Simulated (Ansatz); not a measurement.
`CO[SiH]([SiH3])Cl` + H₂ → `[SiH3][SiH2]Cl` + CH₃OH at 500 K and 1 bar (hydrogenolysis of the Si–O bond).

Gas-phase electronic energies from Ansatz, PBE0-D4/def2-TZVP geometries. CCSD(T)/CBS is the MP2 limit (def2-TZVPP, def2-QZVPP) plus CCSD(T) − MP2 in def2-TZVPP, frozen cores. This one scheme is used for every species. One conformer a species, not always the lowest.

```csv
species,CCSD(T)/CBS energy (Eh),H − E (kJ/mol),S (J/(mol·K))
`CO[SiH]([SiH3])Cl`,-1155.45034,261.0,468.7
H₂,-1.17544,41.0,145.5
`[SiH3][SiH2]Cl`,-1040.97629,152.8,377.4
CH₃OH,-115.61712,157.0,265.4
```

H − E and S are ideal-gas, rigid-rotor, harmonic terms from PBE0-D4/def2-TZVP, for one conformer and one mirror image of each species. The MP2-based limit puts H₂ 0.8 mEh under its directly extrapolated value; such offsets cancel only in part. 1 Eh = 2625.50 kJ/mol, R = 8.31446 J/(mol·K).

Q: By hand: ΔE, ΔH, ΔS and ΔG.

A: ΔE = (-1040.97629) + (-115.61712) − (-1155.45034) − (-1.17544) = 0.03237 Eh = 85.0 kJ/mol. Δ(H − E) = 152.8 + 157.0 − 261.0 − 41.0 = 7.8, so ΔH = 92.8 kJ/mol. ΔS = 377.4 + 265.4 − 468.7 − 145.5 = 28.6 J/(mol·K). ΔG = 92.8 − 500 × (28.6)/1000 = 78.5 kJ/mol.

Q: By hand: the equilibrium constant, and the temperature at which ΔG would vanish if ΔH and ΔS stayed fixed.

A: log₁₀ K = −ΔG/(RT ln 10) = -8.2. ΔG = 0 at ΔH/ΔS = 3245 K, far beyond where these terms or the molecules hold.

ΔH outweighs TΔS. A doubt of 5 kJ/mol in ΔE shifts log₁₀ K by 0.5 here. Other conformers and mirror images would add mixing entropy, several J/(mol·K) or more a flexible species. These are equilibria of isolated gas molecules and say nothing of rates. Largest T1 diagnostic: 0.012 (customary marks: 0.02 for closed shells, 0.045 for open ones).
